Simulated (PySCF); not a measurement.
How methods differ on the ionisation energy of Sn²⁰⁺

Sn²⁰⁺ [Ar] 3d10 4s2 → Sn²¹⁺ [Ar] 3d10 4s1 [4s1/2^1, M_J = 1/2], as a difference of total energies. Computed with PySCF 2.14 in an uncontracted even-tempered set (17 s from 1.3 bohr⁻², ratio 2.8; 13 p from 1.7 bohr⁻², ratio 2.8; 8 d from 2.9 bohr⁻², ratio 2.8; 4 f from 7.8 bohr⁻², ratio 3), with the two-component X2C-1e Hamiltonian. Correlated levels: [Ne] frozen; the 74 highest virtual spinors dropped. "Screened" scales the spin-orbit matrix elements by Boettger's factors to mimic the two-electron term; Breit and QED terms are absent.

```csv
method,ionisation energy (eV)
GHF (spin-free),604.63
GMP2 (spin-free),607.03
GHF (screened spin-orbit),604.61
GMP2 (screened spin-orbit),607.01
```

Q: How much does correlation contribute at GMP2 (screened spin-orbit)?

A: 607.01 − (604.61) = 2.40 eV, measured against GHF (screened spin-orbit).

Breit and QED terms and the two-electron picture change are absent.

For comparison: 608 ± 4 eV (theoretical estimate listed by NIST; NIST Atomic Spectra Database, ionization energies).
